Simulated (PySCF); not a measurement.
DyF: one state, many levels of theory

State: sextet, about 9.5 electrons in the 4f shell (Mulliken), real f orbitals that mix terms. Set-up: Dy x2c-TZVPall, F x2c-TZVPall; spin-free X2C with a Gaussian nucleus (PySCF 2.14). De refers to Dy (4f10 6s2) + F in their high-spin ground configurations, without counterpoise correction. The functionals are run spin-unrestricted. A positive dipole means Dy(−)F(+). Levels whose curve was spin-contaminated or gave no clean fit are not listed.

| Level | Re (Å) | ωe (cm⁻¹) | De (eV) | μ (D) |
| --- | --- | --- | --- | --- |
| ROHF | 1.967 | 608 | n/a | -1.98 |
| ROHF-MP2 | 1.927 | 643 | n/a | n/a |
| ROHF-SCS-MP2 | 1.938 | 632 | n/a | n/a |
| r²SCAN | 1.980 | 556 | 6.28 | -2.40 |
| PBE0 | 1.964 | 555 | 5.81 | -2.43 |
| B97-3 | 1.976 | 541 | 5.70 | -2.56 |
| CAM-B3LYP | 1.981 | 549 | 5.90 | -2.87 |

Q: What does second-order correlation do here, going from ROHF to ROHF-MP2?

A: ROHF-MP2 less ROHF: -4.0 pm in Re, +5.8 % in ωe. Correlation nearly always deepens the well. The bond shortens, as in weak, metallic or heavy-atom bonds, where dispersion and the correlation of outer-core electrons pull the atoms together.

Correlated steps freeze 19 core orbitals. These are scalar-relativistic numbers at best; spin–orbit coupling would shift them, the dissociation energy most. With d or f electrons several states lie close, and the lowest PBE0 determinant need not be the measured ground state.

The whole job (state search and all levels along the bond) took about 19 min on 4 threads of Arm Neoverse V1 (shared host), peak memory 11 GiB.
